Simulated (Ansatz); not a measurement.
Species: C₃H₄N₂, net charge 0, singlet state. SMILES: c1cn[nH]c1
Structure (B3LYP-D3(BJ)/def2-TZVP (Ansatz, a quantum-chemistry and plane-wave program) minimum search):
```
C
N 1 1.3538
H 2 1.0047 1 127.82
N 2 1.3442 3 119.07 1 180.00
C 4 1.3274 2 104.37 3 -180.00
H 1 1.0766 2 122.01 3 0.00
C 1 1.3768 6 131.82 2 180.00
H 7 1.0758 1 127.18 6 0.00
H 5 1.0780 4 119.70 2 -180.00
```
Charge 0, spin multiplicity 1.

Question: Give the harmonic wavenumbers at B3LYP-D3(BJ)/def2-TZVP (Ansatz, finite differences of forces, unscaled).

Answer: 524, 640, 694, 753, 844, 897, 926, 944, 1046, 1056, 1142, 1177, 1281, 1384, 1421, 1479, 1565, 3243, 3258, 3275, 3658 cm⁻¹. Zero-point energy 44.6 kcal/mol.

Question: From these and the geometry, give the ideal-gas thermochemistry at 298.15 K and 1 atm (rigid rotor, harmonic oscillator).

Answer: Point group Cs, rotational symmetry number 1. Rotational constants 9.671, 9.487, 4.789 GHz. S(trans) 38.57, S(rot) 24.11, S(vib) 2.44, S(elec, spin only) 0.00, S 65.1 cal/(mol K). H(298) - H(0) 2.94 kcal/mol; G - E(el) 28.1 kcal/mol.
